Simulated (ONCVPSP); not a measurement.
# Ho (Z = 67): one change to an ONCV potential, before and after

```json
{
  "Element": "Ho",
  "Generator": "ONCVPSP 4.0.1",
  "Type": "optimised norm-conserving Vanderbilt (ONCV)",
  "Functional": "LDA (Perdew-Zunger)",
  "Relativity": "fully relativistic",
  "Frozen core": "[Kr] 4d10 4f10",
  "Valence charge": "11",
  "Reference configuration": "5s2 5p6 5d1 6s1.75 6p0.25",
  "Partial waves": "5s+6s: rc 2.05 bohr, ncon 4, nbas 8, qcut 5 1/bohr, 2 projectors; 5p+6p: rc 2.75 bohr, ncon 4, nbas 9, qcut 4 1/bohr, 2 projectors; 5d: rc 2.05 bohr, ncon 5, nbas 9, qcut 4.6 1/bohr, 2 projectors, debl 2.8 Ha",
  "Local potential": "polynomial inside 1.50 bohr (lpopt 5, dvloc0 1 Ha)",
  "Core correction": "none"
}
```

Open shells are filled in proportion to 2j + 1.

All-electron outer shells of the reference configuration (LDA (Perdew-Zunger), scalar-relativistic, ld1.x):

```csv
shell,level (eV),outermost node (bohr),outermost maximum (bohr)
4d,-166.51,0.25,0.52
5s,-54.90,0.61,1.13
5p,-29.60,0.66,1.28
4f,-9.91,–,0.52
6s,-4.71,1.51,3.18
5d,-2.65,0.74,1.91
6p,-1.57,1.83,4.41
```

Change: s: nproj 3.

Cutoffs: the cutoffs (Ha) at which the residual kinetic energy of the hardest occupied pseudo-wave falls to 1 and 0.1 mHa per electron; they do not see the model core or the augmentation charge, which bear on the density cutoff. Errors are all-electron minus pseudo energies relative to the spin-unpolarised reference configuration.

What does the change do?

The potential gets neither clearly harder nor softer (9.7 Ha and 12 Ha → 9.7 Ha and 12 Ha); both files keep a bound ghost (p); the errors of the 4 common tests hardly move; the range in which the s phases agree widens (upper end 3.6 → at the end of the scan).

| quantity | base | changed |
| --- | --- | --- |
| cutoff, loose | 9.7 Ha | 9.7 Ha |
| cutoff, tight | 12 Ha | 12 Ha |
| bound ghosts | p3/2 | p3/2 |
| GHOST(+) flags under 300 eV | s at 109.4 eV | s at 257.0 eV |
| error for 5s2 5p6 5d1 6s2 6p0, meV [ΔE -0.77 eV] | 0.0 | 0.0 |
| error for 5s2 5p6 5d1 6s1 6p0, meV [ΔE 6.38 eV] | +1.7 | +1.6 |
| error for 5s2 5p6 5d1 6s0 6p0, meV [ΔE 19.26 eV] | +12 | +12 |
| error for 5s1 5p6 5d1 6s2 6p0, meV [ΔE 59.54 eV] | -552 | -555 |
| s: phases at 2.08 bohr within 0.05 rad from the reference energy up to (Ha; the scan ends near 5) | 3.6 | to the end of the scan |
| p3/2: phases at 2.79 bohr within 0.05 rad from the reference energy up to (Ha; the scan ends near 5) | 3.1 | 3.1 |
| p1/2: phases at 2.79 bohr within 0.05 rad from the reference energy up to (Ha; the scan ends near 5) | 3.3 | 3.3 |
| d5/2: phases at 2.08 bohr within 0.05 rad from the reference energy up to (Ha; the scan ends near 5) | to the end of the scan | to the end of the scan |
| d3/2: phases at 2.08 bohr within 0.05 rad from the reference energy up to (Ha; the scan ends near 5) | to the end of the scan | to the end of the scan |

 A true bound ghost makes a file unfit for plane-wave use even where its test errors are small: the radial tests pick states by their node count and pass the ghost by.
